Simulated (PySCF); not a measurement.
C₈H₉F, SMILES c1cc(CC)c(F)cc1, GFN2-xTB optimised geometry.

```
18

C     -2.98     0.07     1.48
C     -2.49    -0.05     0.03
C     -0.99    -0.09    -0.01
C     -0.29    -1.29    -0.01
C      1.09    -1.32     0.00
C      1.81    -0.14     0.00
C      1.14     1.07     0.00
C     -0.24     1.07     0.00
F     -0.88     2.27     0.00
H     -2.63    -0.76     2.07
H     -2.61     1.00     1.92
H     -4.07     0.09     1.50
H     -2.89    -0.96    -0.41
H     -2.85     0.80    -0.54
H     -0.85    -2.22    -0.01
H      1.61    -2.27    -0.01
H      2.89    -0.15     0.00
H      1.68     2.01     0.00
```

Density from PBE/def2-SVP (PySCF 2.14.0) at that geometry.

Minimum of the electron density along straight lines between bonded atoms, close to the bond critical point (lines longer than 1.1 times the sum of covalent radii, or with two minima, are not listed):

| bond | length / Å | ρ at the minimum / e bohr⁻³ | ∇²ρ there / e bohr⁻⁵ | position (fraction from the first atom) |
|---|---|---|---|---|
| C1–C2 | 1.530 | 0.237 | ? | 0.50 |
| C2–C3 | 1.501 | 0.251 | ? | 0.49 |
| C3–C4 | 1.389 | 0.306 | -0.74 | 0.50 |
| C4–C5 | 1.384 | 0.309 | -0.76 | 0.50 |
| C5–C6 | 1.384 | 0.309 | -0.76 | 0.50 |
| C6–C7 | 1.384 | 0.308 | -0.75 | 0.50 |
| C3–C8 | 1.390 | 0.310 | -0.77 | 0.48 |
| C7–C8 | 1.382 | 0.314 | -0.80 | 0.48 |
| C8–F9 | 1.354 | 0.250 | 0.08 | 0.34 |
| C1–H10 | 1.088 | 0.275 | -0.99 | 0.63 |
| C1–H11 | 1.087 | 0.275 | -1.00 | 0.63 |
| C1–H12 | 1.087 | 0.274 | -0.99 | 0.63 |
| C2–H13 | 1.092 | 0.274 | -0.98 | 0.63 |
| C2–H14 | 1.092 | 0.275 | -0.99 | 0.63 |
| C4–H15 | 1.080 | 0.280 | -1.04 | 0.63 |
| C5–H16 | 1.080 | 0.281 | -1.05 | 0.63 |
| C6–H17 | 1.079 | 0.281 | -1.05 | 0.63 |
| C7–H18 | 1.079 | 0.280 | -1.05 | 0.63 |

Problem. Complete the blanks.

Solution. 
- C1–C2, ∇²ρ there / e bohr⁻⁵: -0.51
- C2–C3, ∇²ρ there / e bohr⁻⁵: -0.56
